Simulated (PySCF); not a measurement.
# Reading the logs of faulty runs: BCH7NSi

These are calculations, not measurements. The program is PySCF 2.14.0, an open-source quantum chemistry code, run on an isolated molecule that a program drew, which may never have been made. The molecule is BCH7NSi (charge 0, doublet), drawn as the SMILES string `CBN[SiH2]`.

Each row is a Hartree-Fock (HF) and frozen-core CCSD(T) single point in the cc-pV(D+d)Z basis, meant for a local HF minimum. Run 1 is clean. Each other run has one planted mistake out of seven kinds, and not every kind appears here: one electron removed, one electron added, multiplicity raised by two, geometry at a saddle point, minimal basis STO-3G, one bond length entered in bohr, all coordinates scaled. The reference is restricted for singlets and unrestricted otherwise, and also for a bond in bohr. Adding or removing an electron swaps singlet and doublet. Electrons count all cores. HOMO and LUMO are orbital energies over both spins, the gradient is its largest component, and the lowest frequency (negative if imaginary) is given only where the gradient is small. Bond lengths are over the 10 bonds as drawn. T1 is the CCSD diagnostic: over 0.02 (restricted) or 0.045 (unrestricted) a single reference is doubtful.

Geometry of the clean run:
```xyz
11
BCH7NSi, angstrom
C    -0.4734    0.7595    0.7594
B    -0.8684    1.3900   -0.6378
N    -1.7785    0.7959   -1.5447
Si   -2.6961   -0.6855   -1.4104
H    -0.9717   -0.1800    1.0110
H    -0.6852    1.4787    1.5586
H     0.6083    0.5854    0.7904
H    -0.3703    2.4400   -0.9644
H    -1.9532    1.3236   -2.3804
H    -1.8329   -1.8328   -1.0410
H    -3.3273   -0.9256   -2.7316
```

| run | electrons | basis functions | <S^2> | HOMO (eV) | LUMO (eV) | gradient (hartree/bohr) | lowest frequency (cm^-1) | mean bond (Å) | longest bond (Å) | T1 | HF (hartree) | CCSD(T) (hartree) | mistake |
|---|---|---|---|---|---|---|---|---|---|---|---|---|---|
| 1 | 39 | 100 | 0.753 | -8.60 | 1.72 | 2.0e-05 | 101 | 1.3208 | 1.748 | 0.0140 | -410.04780 | -410.60033 | no fault |
| 2 | 40 | 100 | 0.000 | -0.14 | 8.65 | 6.9e-02 | - | 1.3208 | 1.748 | 0.0188 | -410.01593 | -410.60599 | one electron added |
| 3 | 39 | 100 | 0.754 | -8.75 | 1.54 | 2.6e-02 | - | 1.3684 | 1.811 | 0.0151 | -410.03571 | -410.59510 | ? |
| 4 | 38 | 100 | 0.000 | -16.66 | -6.70 | 7.5e-02 | - | 1.3208 | 1.748 | 0.0188 | -409.76563 | -410.31558 | ? |

**Which mistake was planted in run 3, and what did it cost?**

The mean and the longest bond both change by the same factor, 1.036, and the gradient is no longer small. So the mistake is: all coordinates scaled. Subtracting run 1 and multiplying by 627.51 kcal/mol a hartree, the energy moved by 7.6 kcal/mol in HF and 3.3 kcal/mol in CCSD(T).

**Which mistake was planted in run 4, and what did it cost?**

It counts 38 electrons, one fewer than the clean run, at the same geometry and basis. So the mistake is: one electron removed. Subtracting run 1 and multiplying by 627.51 kcal/mol a hartree, the energy moved by 177.1 kcal/mol in HF and 178.7 kcal/mol in CCSD(T).

